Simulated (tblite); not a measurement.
C8H9B.
Z-matrix (Å and degrees, GFN2-xTB geometry), rows numbered from 1:
```
B 
C   1  1.5717
C   2  1.5250  1  117.51
C   3  1.3208  2  114.86  1   174.68
C   4  1.5153  3  113.63  2    -0.55
C   5  1.5152  4  105.00  3    55.35
C   6  1.3207  5  113.65  4   -55.38
C   5  1.5136  4  104.88  3   -54.97
C   8  1.3207  5  113.95  4    55.23
H   1  1.1695  2  120.11  3   -28.90
H   1  1.1695  2  120.08  3   154.49
H   3  1.0750  2  119.45  1    -5.77
H   4  1.0753  3  126.30  2   179.61
H   5  1.0879  4  113.71  3  -179.76
H   6  1.0753  5  120.08  4   124.71
H   7  1.0751  2  119.44  1     5.69
H   8  1.0756  5  120.28  4  -124.69
H   9  1.0752  2  119.78  1     0.02
```

Computed with GFN2-xTB (tblite): harmonic, unscaled wavenumbers at the GFN2-xTB geometry, gas phase. The method is semi-empirical: single wavenumbers can be off by several per cent or more. Modes of hydrogen on boron can be 10 to 20 % off. One conformer, not necessarily the lowest.

Harmonic wavenumbers (cm⁻¹): 108.0, 175.5, 259.4, 414.9, 415.1, 424.6, 466.6, 470.0, 529.9, 656.1, 659.2, 725.6, 740.5, 778.6, 781.8, 807.0, 813.9, 842.0, 850.7, 853.4, 889.2, 950.5, 973.3, 990.2, 1028.5, 1059.9, 1093.4, 1121.1, 1142.5, 1163.8, 1222.1, 1228.9, 1229.7, 1250.5, 1252.2, 1305.5, 1645.0, 1650.5, 1707.8, 2640.2, 2673.4, 3011.8, 3108.3, 3111.8, 3113.2, 3125.2, 3129.4, 3130.0.

A = 2946, B = 1842, C = 1826 MHz; mass 116.080 u (most abundant isotopes); point group Cs, symmetry number 1.

Task: What is the zero-point energy?

Result: Half the sum of the wavenumbers: 30860 cm⁻¹ = 88.23 kcal/mol.

Task: Give the ideal-gas entropy at 350 K and 1 bar in the rigid-rotor, harmonic-oscillator model (classical rotation).

Result: Translation 40.99, rotation 28.35, vibration 20.45: S = 89.8 cal/(mol K).

Task: And Cp and H(350 K) − H(0)?

Result: Cp = 40.10 cal/(mol K), of which vibrations give 32.15 (their classical limit is 48 R = 95.4); H(350 K) − H(0) = 7.28 kcal/mol without the zero-point energy, 4.50 from vibrations.

Task: What must be added to the electronic energy to get the Gibbs energy at 350 K and 1 bar?

Result: ZPE + [H(350 K) − H(0)] − T·S = 88.23 + 7.28 − 31.43 = 64.08 kcal/mol.

Task: Blend soft modes into free rotors: weight 1/[1 + (100 cm⁻¹/ν̃)⁴] for the oscillator and the rest for a rotor with moment μB/(μ + B), μ = h/(8π²ν), B = 10⁻⁴⁴ kg m². What vibrational entropy results?

Result: 20.15 cal/(mol K) in place of 20.45, which changes −T·S at 350 K by +0.10 kcal/mol.

Hindered rotation and anharmonicity are outside this model. Other conformers, if any are populated, would add a mixing term that is left out.
